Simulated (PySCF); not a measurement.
Compound: SnH2Me(NMeEt), C4H13NSn.
Structure used (PBE0-D3(BJ)/def2-SVP), in Å, numbered top down from 1:
```
atom  x, y, z in Å
Sn1    0.789    1.309    0.526
H2     0.940    0.996    2.220
H3     2.348    1.413   -0.186
C4    -0.408    3.059    0.203
H5    -1.308    3.030    0.833
H6    -0.710    3.102   -0.853
H7     0.166    3.963    0.450
N8    -0.149   -0.208   -0.482
C9    -1.552   -0.425   -0.244
C10    0.601   -1.389   -0.839
C11    0.816   -2.413    0.274
H12   -2.007   -0.963   -1.099
H13   -1.794   -1.012    0.668
H14   -2.085    0.537   -0.158
H15    0.085   -1.885   -1.686
H16    1.584   -1.077   -1.234
H17    1.385   -3.282   -0.093
H18    1.376   -1.973    1.115
H19   -0.141   -2.786    0.671
```

Method used: PySCF 2.14.0, PBE0-D3(BJ)/def2-SVP geometry optimisation, gas phase, def2 core potentials past Kr.

(1) Which atoms are bound to Sn1, and at what distances?

(2) List the angles at Sn1.

(3) What is the shape at Sn1?

(4) What are the other bond lengths?

(5) Give some angles away from the centre.

(6) What are the rotational constants (commonest isotopes, rigid rotor)?

Results:

(1) 4 atoms: H3 1.717 Å, H2 1.729 Å, N8 2.049 Å, C4 2.145 Å. The nearest atom not counted as bound is H6, at 2.71 Å.

(2) 
| angle | degrees | distance of the outer atoms (Å) |
| --- | --- | --- |
| H3–Sn1–C4 | 113.3 | 3.23 |
| H2–Sn1–N8 | 112.8 | 3.15 |
| H2–Sn1–C4 | 110.1 | 3.18 |
| H2–Sn1–H3 | 109.8 | 2.82 |
| C4–Sn1–N8 | 105.9 | 3.35 |
| H3–Sn1–N8 | 104.9 | 2.99 |

(3) Distorted tetrahedral: angles from 104.9° to 113.3°; τ4 = (360° − α − β)/141° = 0.95 with α and β the two widest (0 for a square, 1 for a tetrahedron). The Sn–H distances aren't all alike: 1.717 to 1.729 Å.

(4) C4–H5, C4–H6, C4–H7 1.099 Å; N8–C9 1.439 Å; N8–C10 1.444 Å; C9–H12, C9–H13, C9–H14 1.107 Å; C10–C11 1.527 Å; C10–H15, C10–H16 1.107 Å; C11–H17, C11–H18, C11–H19 1.102 Å.

(5) Sn1–N8–C9 118.5°, Sn1–N8–C10 119.3°, C9–N8–C10 115.1°, N8–C10–C11 116.2°.

(6) A = 3577, B = 1200, C = 990.3 MHz: an asymmetric top.

Point group: C1 (no symmetry element, even within 0.4 Å). Charge 0, singlet. No PBE0-D3(BJ)/def2-SVP frequencies stand behind this structure, so it isn't proved a minimum.

One conformer stands for the species.
